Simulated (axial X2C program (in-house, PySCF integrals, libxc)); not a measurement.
## Potential curves of SnH, two-component

Calculated with an in-house all-electron X2C program for linear molecules (integrals from PySCF). Two-component (2c) means X2C with spin–orbit coupling and atomic mean-field two-electron Coulomb and Gaunt terms. Basis: Sn dyall-cv3z [11s12p9d4f1g], H dyall-v3z [6s2p1d] (cores contracted in-house); Gaussian nuclei, density fitting, unrestricted open shells. Masses: Sn 119.902 u, H 1.008 u.

State: Ω = 1/2 (⟨Sz⟩ = -0.50, ⟨Lz⟩ = 1.00 at HF). Energies in kJ/mol from the lowest point of each curve. Fits are polynomials in 1 − R0/R over 0.85 to 1.23 times the lowest point R0.

```csv
R (Å),MP2
1.5495,31.71
1.6207,12.12
1.6741,3.94
1.7276,0.18
1.7810,0.00
1.8433,3.38
1.9057,9.80
1.9858,21.33
2.0838,38.93
2.2262,69.54
```

Correlated methods: 15 electrons correlated (number of frozen shells: Sn 4 s, 3 p, 1 d; H none), 191 virtual spin orbitals or spinors in MP2.

The state is one determinant whose occupation by symmetry is held fixed; it was picked as the lowest of a PBE0 search that is not exhaustive. MP2 and coupled cluster on one determinant become unreliable at the stretched end.

Question: Fit the MP2 curve near its minimum: give the equilibrium distance and the harmonic wavenumber.

Answer: At MP2, 2c: Re = 1.757 Å, ωe ≈ 1770 cm⁻¹; Be follows as 5.47 cm⁻¹.
